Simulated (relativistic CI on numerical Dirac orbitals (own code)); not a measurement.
Inner-shell lines of Zr²⁹⁺

These numbers are calculated, not measured: Dirac-Coulomb-Breit CI, separate exchange-only KLI orbitals for each configuration, model QED (radiative potential, 1s self-energy scaled to tabulated hydrogen-like ionisation energies), valence Slater integrals scaled by 0.9 (own radial code, finite nucleus).

Configurations in the expansion (outside the closed core 1s2 2p6): 2s2 3s, 2s 3s 3p, 2s 3s 4p, 2s2 3p, 2s 3p 4p, 2s 3p2. Levels of other configurations are missing.

The table holds the strongest lines. The upper levels have an inner-shell vacancy. Auger decay, open to those above the ionisation limit, is not computed, and radiative decays to configurations outside the model are missing too. Absolute energies can be off by a few tenths of a per cent, and at this charge the scaling can make term splittings too narrow, so close lines can change order. LS names give the leading component, which can be well under half, for lower levels too. Brackets number the levels in order of energy.

```tsv
E (eV)	Upper	Lower	A (s⁻¹)	gA (s⁻¹)
2453.1	2s 3s 3p 4P°_1/2 [4]	2s2 3s 2S_1/2 [1]	2.73e+12	5.46e+12
2457.1	2s 3s 3p 4P°_3/2 [5]	2s2 3s 2S_1/2 [1]	8.63e+12	3.45e+13
2458.1	2s 3p2 4P_3/2 [12]	2s2 3p 2P°_3/2 [3]	5.66e+12	2.26e+13
2461.8	2s 3p2 2P_1/2 [13]	2s2 3p 2P°_3/2 [3]	1.92e+13	3.85e+13
2462.5	2s 3p2 4P_5/2 [14]	2s2 3p 2P°_3/2 [3]	1.39e+13	8.32e+13
2463.2	2s 3p2 4P_1/2 [11]	2s2 3p 2P°_1/2 [2]	2.15e+13	4.30e+13
2465.3	2s 3p2 2D_3/2 [15]	2s2 3p 2P°_3/2 [3]	1.59e+13	6.35e+13
2469.0	2s 3s 3p 2P°_1/2 [6]	2s2 3s 2S_1/2 [1]	3.25e+13	6.50e+13
2483.0	2s 3p2 2P_1/2 [13]	2s2 3p 2P°_1/2 [2]	4.57e+13	9.14e+13
2483.2	2s 3p2 2D_5/2 [16]	2s2 3p 2P°_3/2 [3]	1.51e+13	9.05e+13
2483.3	2s 3s 3p 2P°_3/2 [8]	2s2 3s 2S_1/2 [1]	4.64e+13	1.86e+14
2486.0	2s 3p2 2P_3/2 [17]	2s2 3p 2P°_3/2 [3]	5.41e+13	2.16e+14
2486.6	2s 3p2 2D_3/2 [15]	2s2 3p 2P°_1/2 [2]	3.61e+13	1.44e+14
2494.6	2s 3p2 2S_1/2 [18]	2s2 3p 2P°_3/2 [3]	2.91e+13	5.82e+13
2497.3	2s 3s 3p 2P°_1/2 [9]	2s2 3s 2S_1/2 [1]	2.05e+13	4.10e+13
3160.0	2s 3p 4p 4D_1/2 [26]	2s2 3p 2P°_1/2 [2]	2.02e+12	4.03e+12
3161.0	2s 3p 4p 4D_3/2 [27]	2s2 3p 2P°_1/2 [2]	6.10e+12	2.44e+13
3163.2	2s 3p 4p 4P_3/2 [33]	2s2 3p 2P°_3/2 [3]	3.62e+12	1.45e+13
3164.5	2s 3p 4p 4P_5/2 [34]	2s2 3p 2P°_3/2 [3]	5.26e+12	3.16e+13
3165.9	2s 3s 4p 4P°_3/2 [20]	2s2 3s 2S_1/2 [1]	5.81e+12	2.33e+13
3166.0	2s 3p 4p 2P_1/2 [35]	2s2 3p 2P°_3/2 [3]	3.21e+12	6.41e+12
3167.2	2s 3p 4p 4P_1/2 [28]	2s2 3p 2P°_1/2 [2]	4.02e+12	8.03e+12
3167.3	2s 3p 4p 2D_3/2 [36]	2s2 3p 2P°_3/2 [3]	6.81e+12	2.72e+13
3170.6	2s 3p 4p 4S_3/2 [38]	2s2 3p 2P°_3/2 [3]	3.34e+12	1.33e+13
3171.1	2s 3p 4p 4P_3/2 [29]	2s2 3p 2P°_1/2 [2]	1.53e+12	6.11e+12
3172.6	2s 3p 4p 2P_1/2 [31]	2s2 3p 2P°_1/2 [2]	1.65e+13	3.30e+13
3172.6	2s 3p 4p 2D_5/2 [39]	2s2 3p 2P°_3/2 [3]	1.60e+13	9.60e+13
3172.7	2s 3p 4p 2S_1/2 [40]	2s2 3p 2P°_3/2 [3]	1.53e+13	3.07e+13
3173.0	2s 3p 4p 2D_3/2 [32]	2s2 3p 2P°_1/2 [2]	1.41e+13	5.65e+13
3175.3	2s 3s 4p 2P°_3/2 [22]	2s2 3s 2S_1/2 [1]	1.25e+13	5.01e+13
3176.1	2s 3s 4p 2P°_1/2 [23]	2s2 3s 2S_1/2 [1]	1.89e+13	3.77e+13
3177.1	2s 3p 4p 2P_3/2 [42]	2s2 3p 2P°_3/2 [3]	9.28e+12	3.71e+13
3178.7	2s 3s 4p 2P°_1/2 [24]	2s2 3s 2S_1/2 [1]	3.49e+12	6.99e+12
3181.8	2s 3p 4p 2S_1/2 [43]	2s2 3p 2P°_3/2 [3]	4.53e+12	9.06e+12
3187.3	2s 3s 4p 2P°_3/2 [25]	2s2 3s 2S_1/2 [1]	5.30e+12	2.12e+13
```
